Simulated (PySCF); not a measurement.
Computed shifts of a molecule C₆H₁₈N₂Si, PySCF with PBE0/pcSseg-1, GIAO, gas phase, equivalent atoms averaged, in ppm (number of nuclei): ¹³C: 40.6 (2), 39.0 (2), -0.3 (2). ¹⁵N: 29.1 (2). ²⁹Si: 1.2 (1). ¹H: 2.69 (12), 0.30 (6). References: ¹³C against TMS (σ = 186.3 ppm); ¹⁵N against NH3 (σ = 267.4 ppm); ²⁹Si against TMS (σ = 352.7 ppm); ¹H against TMS (σ = 31.56 ppm), references at their B3LYP-D3(BJ)/def2-TZVP geometries, non-relativistic. Geometry optimised at B3LYP-D3(BJ)/def2-SVP. The values are those of a single conformer.

Identify the compound among the candidates.
A. CN(C)[Si](C)(C)N(C)C
B. CC(C)N[SiH2]NC(C)C
C. CCN(CC)[SiH2]N(C)C
D. CC[SiH](N(C)C)N(C)C

A, CN(C)[Si](C)(C)N(C)C
